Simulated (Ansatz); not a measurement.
Reaction (ligand exchange at the Si–Cl bond): `B[Si](O)(F)Cl` + CH₃OH → `B[Si](O)(F)OC` + HCl

Calculated with Ansatz (gas phase, PBE0-D4/def2-TZVP geometries, no zero-point term in ΔE). CCSD(T)/CBS is the MP2 limit (def2-TZVPP, def2-QZVPP) plus CCSD(T) − MP2 in def2-TZVPP, frozen cores. This one scheme is used for every species. Each species was taken in one conformer, which may not be the lowest.

`B[Si](O)(F)Cl`:

Cartesian coordinates in Å:
```
B 0.358 -1.469 0.191
Si 0.066 0.464 -0.199
O -0.719 1.223 1.002
F 1.392 1.281 -0.539
Cl -1.039 0.469 -1.936
H 1.298 -2.047 -0.262
H -0.453 -2.083 0.814
H -0.902 2.163 0.928
```

CH₃OH:

```xyz
6

C    -0.183   -0.031   -0.304
O     0.659   -0.437    0.750
H    -0.276   -0.879   -0.983
H     0.231    0.814   -0.868
H    -1.188    0.238    0.044
H     0.757    0.296    1.362
```

`B[Si](O)(F)OC`:

Cartesian coordinates in Å:
```
B -1.442 -1.461 0.156
Si 0.423 -0.728 0.227
O 1.489 -1.809 -0.358
F 0.708 -0.431 1.779
O 0.674 0.663 -0.589
C 0.078 1.902 -0.271
H -2.389 -0.739 0.052
H -1.653 -2.634 0.235
H 2.343 -1.481 -0.645
H -1.014 1.825 -0.237
H 0.433 2.274 0.695
H 0.350 2.620 -1.046
```

HCl:

```xyz
2

Cl   -0.087    0.596    0.214
H     0.087   -0.596   -0.214
```

| species | CCSD/CBS(def2) energy (Eh) |
| --- | --- |
| `B[Si](O)(F)Cl` | -950.53304 |
| CH₃OH | -115.60252 |
| `B[Si](O)(F)OC` | -605.76535 |
| HCl | -460.37334 |

Q: Work out ΔE.

A: ΔE = (-605.76535) + (-460.37334) − (-950.53304) − (-115.60252) = -0.00313 Eh = -2.0 kcal/mol. CCSD(T)/CBS gives -1.8 kcal/mol.

Largest T1 diagnostic among the species: 0.012.
